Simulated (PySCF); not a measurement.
## Gallium: highly charged ions in a basis for the neutral atom

Ga¹²⁺ [Ar] 3d1, Ga¹³⁺ [Ar]. Computed with PySCF 2.14 in cc-pVTZ-DK (6s5p3d1f, 43 functions), with the spin-free X2C one-electron Hamiltonian (Gaussian nucleus). No spin-orbit coupling, so a gap to NIST mixes the basis error with missing relativistic terms.

Changed run: basis of the neutral atom used for a highly charged ion. This setting is unsound on purpose.

```csv
species,method,sound run (hartree),changed run (hartree),converged
Ga¹²⁺,UHF,not run,-1879.10142,yes
Ga¹²⁺,M06-L,not run,-1880.03790,yes
Ga¹²⁺,LDA,not run,-1876.71051,yes
Ga¹³⁺,UHF,not run,-1866.20664,yes
Ga¹³⁺,M06-L,not run,-1867.09674,yes
Ga¹³⁺,LDA,not run,-1863.75187,yes
```

Ionisation energy of Ga¹²⁺:

```json
{"method": "UHF", "changed run (eV)": "350.88", "NIST (eV)": "356 ± 3"}
{"method": "M06-L", "changed run (eV)": "352.15", "NIST (eV)": "356 ± 3"}
{"method": "LDA", "changed run (eV)": "352.62", "NIST (eV)": "356 ± 3"}
```

The contracted functions were made for the neutral atom and can be too rigid for a highly charged ion.
